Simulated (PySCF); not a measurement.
PySCF input for BH3, SMILES B, KT2/pcSseg-2. The structure is a stationary point at PBE0-D3(BJ)/def2-TZVPD. The isomer is the one that the SMILES or the coordinates give; other isomers of the formula were not compared.

```python
import numpy as np
from pyscf import gto, scf, dft
from pyscf.prop.nmr import rks as nmr

mol = gto.M(
    atom='''
    B     0.00000000   -0.00000000    0.00000000
    H    -1.19349837   -0.00000000   -0.00000000
    H     0.59674918   -1.03359990   -0.00000000
    H     0.59674918    1.03359990   -0.00000000
    ''',
    basis='pcSseg-2',
    charge=0,
    spin=0,
    max_memory=1600,
    verbose=3,
)
mf = dft.RKS(mol, xc='kt2')
mf.grids.level = 3
mf.conv_tol = 1e-10
mf.max_cycle = 100
mf.kernel()
n = nmr.NMR(mf)
n.verbose = 2
n.max_cycle_cphf = 60
sigma = n.kernel()
print('atom   isotropic/ppm   span/ppm')
for i, s in enumerate(sigma):
    w = np.linalg.eigvalsh((s + s.T) / 2)
    print(f'{mol.atom_symbol(i):2s}{i + 1:3d} {w.mean():14.3f} {w[2] - w[0]:11.3f}')
```

Program output:

```
converged SCF energy = -27.1038095926417
atom   isotropic/ppm   span/ppm
B   1          5.022     205.442
H   2         23.170      14.655
H   3         23.170      14.655
H   4         23.170      14.655
```

Self-consistency was reached.

Cost: about 2.7 core-seconds (a rough figure).
